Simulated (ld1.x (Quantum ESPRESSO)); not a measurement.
## Configuration tests for N (PAW)

| Quantity | Value |
| --- | --- |
| Element | nitrogen (N) |
| Generator | ld1.x (Quantum ESPRESSO) 7.5 |
| Type | PAW |
| Functional | PBE |
| Relativity | scalar-relativistic |
| Frozen core | [He] |
| Valence charge | 5 |
| Reference configuration | 2s2 2p3 |
| Partial waves | 2s (bound): rcut 1.04, rcutus 1.26 bohr; 2s channel at -0.2 Ry: rcut 1.04, rcutus 1.26 bohr; 2p (bound): rcut 1.40, rcutus 1.88 bohr; 2p channel at 0.7 Ry: rcut 1.40, rcutus 1.88 bohr |
| Local potential | all-electron potential smoothed inside 1.04 bohr (lloc = -1) |
| Core correction | Bessel-smoothed model core inside 0.45 bohr |
| Augmentation charge | GAUSS, radius 1.12 bohr |

Energies are relative to the spin-unpolarised reference configuration 2s2 2p3; without spin polarisation the order of configurations can differ from experiment.

Problem. Give the all-electron excitation energy and the error of the potential for: 2s2 2p2; 2s2 2p1; 2s2 2p0; 2s1 2p0; 2s1 2p4; 2s2 2p3.3; 2s1 2p3.

Solution.

| valence configuration | charge | ΔE all-electron (eV) | error AE − PS (meV) |
| --- | --- | --- | --- |
| 2s2 2p2 | +1 | 13.591 | -1.5 |
| 2s2 2p1 | +2 | 42.445 | -7.3 |
| 2s2 2p0 | +3 | 89.528 | +5.8 |
| 2s1 2p0 | +4 | 167.346 | -5.6 |
| 2s1 2p4 | 0 | 11.508 | +0.5 |
| 2s2 2p3.3 | -0.3 | -1.619 | +0.1 |
| 2s1 2p3 | +1 | 25.372 | -3.7 |
